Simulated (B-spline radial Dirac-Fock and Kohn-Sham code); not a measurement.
# Subshell cross sections of Ta²⁺, photon energy 1310 eV

System: the Ta²⁺ ion, [Xe] 4f14 5d3.

Model: a relativistic central-field model (Hartree-Slater potential of the initial state, Latter tail, multipole expansion of the photon field, Dirac-Fock thresholds). Program: a radial B-spline solver. The asymmetry parameter β is from the dipole term alone. Kinetic energies are from the vacuum level. Open shells are spread statistically over j, without multiplet splitting.

| subshell | electrons | binding (eV) | kinetic (eV) | σ (kb) | β |
| --- | --- | --- | --- | --- | --- |
| N1 (4s) | 2 | 595.5 | 714.5 | 30.2 | 1.90 |
| N2 (4p1/2) | 2 | 494.9 | 815.1 | 33.7 | 1.48 |
| N3 (4p3/2) | 4 | 432.0 | 878.0 | 85.2 | 1.46 |
| N4 (4d3/2) | 4 | 266.7 | 1043.3 | 111 | 1.17 |
| N5 (4d5/2) | 6 | 255.2 | 1054.8 | ? | ? |
| N6 (4f5/2) | 6 | 48.23 | 1261.8 | 77.0 | 1.05 |
| N7 (4f7/2) | 8 | 46.35 | 1263.6 | 97.8 | 1.05 |
| O1 (5s) | 2 | 99.54 | 1210.5 | 6.03 | 1.92 |
| O2 (5p1/2) | 2 | 67.97 | 1242.0 | 5.61 | 1.64 |
| O3 (5p3/2) | 4 | 59.18 | 1250.8 | 12.6 | 1.60 |
| O4 (5d3/2) | 1.2 | 22.67 | 1287.3 | 2.19 | 1.29 |
| O5 (5d5/2) | 1.8 | 22.11 | 1287.9 | 3.08 | 1.33 |

Question: What are σ and β for N5 (4d5/2)?

Answer: σ = 162 kb, the largest of all subshells and 26 % of the total, and β = 1.24.

Run: 10 s of CPU time on 1 thread of Neoverse-N1 (shared host), peak memory 0.45 GiB.

Values without a named source are computed, but for edge energies of neutral atoms, which are taken from tables.
